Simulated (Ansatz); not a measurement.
Start from `[SH][Ge]([Cl])([Cl])[Cl]` and change one atom or group to get `[Cl][Ge]([Cl])([Cl])[Cl]`.

Ansatz, PBE0-D4/def2-TZVP geometries, multiplicity 1. Each molecule was computed in one conformer, which needn't be the lowest.

Scalar relativity is left out up to krypton.

```csv
property,`[SH][Ge]([Cl])([Cl])[Cl]`
HOMO–LUMO gap (PBE/def2-TZVPP) / eV,4.13
LUMO energy (PBE0/def2-TZVPP) / eV,-1.98
size of the dipole moment (ωB97M-V/def2-TZVPP) / D,1.43
zero-point energy (PBE0-D4/def2-TZVP) / kJ/mol,36.4
HOMO–LUMO gap (PBE0/def2-TZVPP) / eV,6.38
HOMO–LUMO gap (B3LYP/def2-TZVPP) / eV,5.81
```

(1) What does the change do to each property? (Estimate.)

## Answers

(1) The calculation gave: 
```
                                          property  `[Cl][Ge]([Cl])([Cl])[Cl]`  shift
               HOMO–LUMO gap (PBE/def2-TZVPP) / eV                        5.00   0.87
                LUMO energy (PBE0/def2-TZVPP) / eV                       -2.23  -0.25
size of the dipole moment (ωB97M-V/def2-TZVPP) / D                        0.00  -1.43
    zero-point energy (PBE0-D4/def2-TZVP) / kJ/mol                        15.2  -21.2
              HOMO–LUMO gap (PBE0/def2-TZVPP) / eV                        7.43   1.05
             HOMO–LUMO gap (B3LYP/def2-TZVPP) / eV                        6.81   1.00
```

With PBE0 the HOMO falls by 1.30 eV and the LUMO falls by 0.25 eV, so the gap widens by about 1.05 eV. PBE moves the HOMO by -1.13 eV and ωB97M-V by -1.35 eV. The zero-point energy changes by -21.2 kJ/mol with -3 modes.

B3LYP here is the variant with VWN-RPA as its local correlation; programs differ in this.
